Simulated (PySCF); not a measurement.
Two probes of the same atoms: core binding energy and nuclear shielding

Species: 3-aminophenol, C6H7NO.
Cartesian coordinates in Å at the PBE0-D3(BJ)/def2-SVP level; atoms count from 1:
```xyz
15
C6H7NO angstrom
N      2.391    0.141    1.165
C      1.092    0.246    0.714
C      0.276    1.321    1.115
C     -1.014    1.436    0.614
C     -1.530    0.505   -0.286
C     -0.720   -0.564   -0.686
O     -1.149   -1.506   -1.554
C      0.577   -0.694   -0.190
H      2.613    0.634    2.019
H      2.823   -0.770    1.100
H      0.666    2.064    1.815
H     -1.639    2.274    0.933
H     -2.547    0.604   -0.674
H     -2.053   -1.300   -1.814
H      1.181   -1.539   -0.526
```

Binding energies: PySCF, delta-SCF UKS SCAN, pcX-2 on the ionised atom, pcseg-1 elsewhere, spin-free X2C. Shieldings: GIAO PBE/pcSseg-1, non-relativistic, same geometry.

| atom | isotropic shielding (ppm) |
| --- | --- |
| C2 | 30.6 |
| C3 | 73.8 |
| C4 | 48.4 |
| C5 | 76.9 |
| C6 | 19.2 |
| C8 | 81.1 |

Problem. What are the C 1s binding energies of these atoms?

Solution. 
```tsv
atom	environment	C 1s (eV)	isotropic shielding (ppm)
C3	aromatic CH carbon	289.59	73.8
C5	aromatic CH carbon	289.63	76.9
C8	aromatic CH carbon	289.63	81.1
C4	aromatic CH carbon	290.09	48.4
C2	aromatic carbon bearing nitrogen	291.31	30.6
C6	aromatic carbon bearing oxygen	291.75	19.2
```

Problem. Among the listed atoms, is the one with the highest binding energy also the least shielded?

Solution. Yes: C6 has both (291.75 eV, 19.2 ppm).

Over these 6 sites the two quantities correlate at r = -0.96. By binding energy: C3 ≈ C5 ≈ C8 < C4 < C2 < C6. By shielding: C6 < C2 < C4 < C3 < C5 < C8.

The unrestricted hole states depart most from a pure doublet (⟨S²⟩ = 0.75; over 0.85 named) for C 1s of C2 (0.87) and C 1s of C6 (0.86), which makes these values less certain. One conformer (not necessarily the lowest) at the PBE0-D3(BJ)/def2-SVP geometry, without solvent, vibrations or thermal averaging.
